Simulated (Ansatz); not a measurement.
Input file for C$_{2}$H$_{7}$AlOSi (`[OH][Al]1[CH2][CH]1[SiH3]`):

```yaml
crystal:
  periodic: [false, false, false]
  atoms:
    - {symbol: O, position_ang: [-0.441478, 2.587648, 0.801492]}
    - {symbol: Al, position_ang: [0.029859, 0.987130, 0.541695]}
    - {symbol: C, position_ang: [0.863501, -0.597737, 1.197375]}
    - {symbol: C, position_ang: [-0.413860, -0.905482, 0.340770]}
    - {symbol: Si, position_ang: [-0.136116, -0.651733, -1.424650]}
    - {symbol: H, position_ang: [-1.261324, 2.972876, 0.499850]}
    - {symbol: H, position_ang: [1.804936, -1.055522, 0.897122]}
    - {symbol: H, position_ang: [0.685768, -0.771857, 2.259230]}
    - {symbol: H, position_ang: [-1.151793, -1.616334, 0.697331]}
    - {symbol: H, position_ang: [0.512231, 0.795843, -1.286841]}
    - {symbol: H, position_ang: [0.934845, -1.314432, -2.227477]}
    - {symbol: H, position_ang: [-1.349769, -0.485499, -2.261897]}
basis:
  gaussian: {orbitals: def2-TZVPP}
correlation: {method: ccsd_t}
```

```sh
$ ansatz run in.yaml --threads 4 --pin off --events-out ev --progress --plain --max-ram 10444MiB
```

Output of Ansatz, abridged:

```
Functional definition: HF
  name "HF"
  cite "Fock, Z. Phys. 61, 126 (1930) doi:10.1007/BF01340294"
  parent pbe
  exchange = exact_x
  correlation = 0
1612 factors; integrals over basis functions are off by at most 1.4e-3 eV
mean field evaluation 1: about -18649.2034 eV, gradient 5.3e1 eV
mean field evaluation 2: about -18649.4777 eV, gradient 5.3e1 eV
mean field evaluation 4: about -18655.8919 eV, gradient 4.2e0 eV
mean field evaluation 8: about -18655.9906 eV, gradient 3.0e-1 eV
mean field -18655.99103427 eV, -685.5950250244 hartree, gradient 6.6e-6 eV, S^2 0.000000; 0 other end points of the search recorded, 0 dependent functions left out
13 core orbitals not correlated: weight in the atoms' cores, before any rotation towards them, 1.000 or more for the frozen orbitals, at most 0.000 for the correlated occupied ones
reference -18655.99103427 eV, -685.5950250244 hartree; 14, 14 occupied and 248, 248 virtual orbitals, 1612 factors
second order -21.57611327 eV of doubles, -0.00000000 eV of singles
cycle   1  -22.02670314 eV  change   -4.5e-1 eV  update   1.0e-1
cycle   2  -22.57903047 eV  change   -5.5e-1 eV  update   3.1e-2
cycle   3  -22.70099953 eV  change   -1.2e-1 eV  update   1.6e-2
cycle   4  -22.69019208 eV  change    1.1e-2 eV  update   4.4e-3
cycle   5  -22.68904291 eV  change    1.1e-3 eV  update   2.2e-3
cycle   6  -22.68966453 eV  change   -6.2e-4 eV  update   7.7e-4
cycle   7  -22.68929464 eV  change    3.7e-4 eV  update   3.6e-4
cycle   8  -22.68923872 eV  change    5.6e-5 eV  update   1.5e-4
cycle   9  -22.68931025 eV  change   -7.2e-5 eV  update   6.9e-5
cycle  10  -22.68929981 eV  change    1.0e-5 eV  update   3.0e-5
perturbative correction -0.94549921 eV, -0.0347464552 hartree
Total energy: -18679.62583329 eV, -686.4635878682 hartree
```

Hardware: 4 threads of an INTEL XEON PLATINUM 8581C on a shared host. Wall time 73 s, peak host memory 7.2 GiB.

The correlation energy is -23.635 eV, 4.0 % of it from (T); the T1 diagnostic reads 0.0127.
